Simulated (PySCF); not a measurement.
## HfCl⁺: from constants to spectrum

UHF-CCSD(T) constants of HfCl⁺, ³Δ (triplet), unpaired electrons σ ↑, δ ↑ (Hf def2-TZVPPD with ECP60, Cl def2-TZVPPD; scalar-relativistic core potentials (PySCF 2.14); masses 179.9465 and 34.9689 u):

| Property | Result |
| --- | --- |
| ωe | 446.0 cm⁻¹ |
| ωexe | 0.989 cm⁻¹ |
| Be | 0.11446 cm⁻¹ |
| αe | 0.000360 cm⁻¹ |
| De to Hf⁺ (5d1 6s2) + Cl | 4.43 eV |

Task: What force constant and bond length do these constants imply?

Result: Reduced mass μred = 29.279 u; k = 5.8918×10⁻⁷·μred·ωe² (u, cm⁻¹, mdyn/Å) = 3.43 mdyn/Å; Re = √(16.8576/(μred·Be)) (u, cm⁻¹, Å) = 2.243 Å.

Task: Estimate the centrifugal constant D from the Kratzer relation and find the Dunham coefficient a1.

Result: D = 4Be³/ωe² = 3.02e-08 cm⁻¹; a1 = −1 − αeωe/(6Be²) = -3.04.

Correlated steps freeze 5 core orbitals. These are scalar-relativistic numbers at best; spin–orbit coupling would shift them, the dissociation energy most. For an ion De counts to the pair picked by the measured ionisation energies or electron affinities, which need not be the lowest pair at this level. The state is the lowest single determinant that the PBE0 search found; with open d or f shells the true ground state can be another one.
